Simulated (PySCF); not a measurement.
Si(H)(F) cation (FHSi), SMILES F[SiH] (connectivity only; charge and spin as stated), charge +1, multiplicity 2.

Coordinates come from a TPSSh-D3(BJ)/def2-TZVPD optimisation. The multiplicity is an assumed one; other spin states were not compared. The isomer is the one that the SMILES or the coordinates give; other isomers of the formula were not compared.

Two levels are set side by side: PBE/def2-TZVPD (PySCF) and CAM-B3LYP/def2-TZVPD (PySCF). Same geometry, gas phase. Differences are taken from unrounded values.

```
quantity                      PBE
---------------------------  ----
α-spin orbital gap (eV)      3.12
β-spin orbital gap (eV)      5.44
mean polarisability (bohr³)  21.2
```

### Question
These are the PBE values. What does CAM-B3LYP give? (The exact figures need the calculation; the answer reports its results.)

### Answer

```
quantity                     CAM-B3LYP  PBE minus CAM-B3LYP
---------------------------  ---------  -------------------
α-spin orbital gap (eV)           7.97                -4.85
β-spin orbital gap (eV)          10.40                -4.96
mean polarisability (bohr³)       20.5                  0.7
```

PBE's more diffuse valence density responds more strongly to a field. Differences between two approximate levels are no errors against the true value.

Rough cost on one machine, each run with all the roots and properties that it gave: CAM-B3LYP against PBE within a factor of 2.
